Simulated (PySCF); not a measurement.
**Charge on either side of a bond**

Species: C₆H₆O₂.
Numbering: `[CH3:1][CH2:2][C:3]#[C:4][C:5](=[O:6])[CH:7]=[O:8]` (hydrogens: H9, H10, H11 on C1; H12, H13 on C2; H14 on C7)

Cartesian coordinates in Å at the GFN2-xTB level; atoms count from 1:
```
atom  x, y, z in Å
C1    -1.891   -0.483    1.184
C2    -1.699    0.683    0.214
C3    -0.406    0.639   -0.417
C4     0.687    0.571   -0.925
C5     1.978    0.465   -1.507
O6     2.456    1.223   -2.322
C7     2.779   -0.742   -1.010
O8     2.390   -1.541   -0.208
H9    -1.805   -1.432    0.660
H10   -2.874   -0.426    1.646
H11   -1.135   -0.455    1.965
H12   -1.793    1.637    0.742
H13   -2.465    0.658   -0.567
H14    3.777   -0.797   -1.482
```

Atomic charges (e) from the PBE0/pcSseg-1 density (PySCF):

| atom | Mulliken | IAO | Hirshfeld | ESP-fitted |
| --- | --- | --- | --- | --- |
| C1 | -0.2722 | -0.4111 | -0.1052 | -0.2724 |
| C2 | -0.2450 | -0.2741 | -0.0409 | +0.1635 |
| C3 | -0.0212 | +0.0526 | +0.0181 | -0.0809 |
| C4 | +0.0403 | -0.1209 | -0.0760 | -0.2412 |
| C5 | +0.0793 | +0.3102 | +0.1459 | +0.5308 |
| O6 | -0.3183 | -0.3651 | -0.2066 | -0.4497 |
| C7 | +0.2314 | +0.2242 | +0.1298 | +0.3865 |
| O8 | -0.3034 | -0.3409 | -0.1916 | -0.4007 |
| H9 | +0.1310 | +0.1537 | +0.0484 | +0.0970 |
| H10 | +0.1206 | +0.1477 | +0.0485 | +0.0673 |
| H11 | +0.1310 | +0.1538 | +0.0484 | +0.0968 |
| H12 | +0.1632 | +0.1760 | +0.0659 | +0.0531 |
| H13 | +0.1631 | +0.1760 | +0.0658 | +0.0512 |
| H14 | +0.1001 | +0.1180 | +0.0499 | -0.0012 |

**Question.** Cut each of the bonds C1–C2, C2–C3, C4–C3, C5–C4 and C7–C5 in turn and sum the charges on the side of the atom named first.

**Answer.** In e; the other side holds the opposite charge:

| bond cut | piece | atoms | Mulliken | IAO | Hirshfeld | ESP-fitted |
| --- | --- | --- | --- | --- | --- | --- |
| C1–C2 | CH3 | 4 | +0.110 | +0.044 | +0.040 | -0.011 |
| C2–C3 | C2H5 | 7 | +0.192 | +0.122 | +0.131 | +0.257 |
| C4–C3 | C3HO2 | 6 | -0.171 | -0.174 | -0.149 | -0.175 |
| C5–C4 | C2HO2 | 5 | -0.211 | -0.054 | -0.073 | +0.066 |
| C7–C5 | CHO | 3 | +0.028 | +0.001 | -0.012 | -0.015 |

Extremes among these pieces. Mulliken: lowest C2HO2 at C5, highest C2H5 at C2; IAO: lowest C3HO2 at C4, highest C2H5 at C2; Hirshfeld: lowest C3HO2 at C4, highest C2H5 at C2; ESP-fitted: lowest C3HO2 at C4, highest C2H5 at C2.

**Question.** Do the schemes agree better on the pieces than on the single atoms at the cuts?

**Answer.** The spread between schemes averages 0.121 e for the pieces and 0.347 e for the atoms named first; it is smaller for the piece at 5 of the 5 cuts. On average they agree better on the pieces. The sign differs between schemes (beyond ±0.03 e) for C2HO2 at C5.

One conformer (not necessarily the lowest) at the GFN2-xTB geometry, without solvent, vibrations or thermal averaging.
